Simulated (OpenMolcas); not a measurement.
Computed levels of 4d in ions with 37 electrons, in cm-1 above 2D 3/2.

* Program: OpenMolcas 26.06
* Method: CASSCF
* Basis: ANO-R2
* Scalar Hamiltonian: X2C, finite nucleus
* Spin-orbit coupling: RASSI with atomic mean-field integrals over the reference wave functions, term energies averaged over their components

Active space for each ion: 1 electron in 10 orbitals (4d 5d).

| Level | Zr3+ | Nb4+ | Mo5+ | Ru7+ |
| --- | --- | --- | --- | --- |
| 2D 5/2 | 1286 | 1810 | 2538 | 4201 |

Estimate 2D 5/2 for Tc6+ from its neighbours Mo5+ and Ru7+.

2D 5/2 is fine structure, which grows about as the fourth power of a screened charge, so the fourth roots are averaged: ((2538^0.25 + 4201^0.25) / 2)^4 = 3291. The calculation gives 3282, so the estimate is off by +0.3 %.

With one active electron outside closed inactive shells, the extra shells (5d) add no correlation to the reference. With one active electron the reference holds no correlation, so core polarisation is missing. Only configurations of the active space appear.
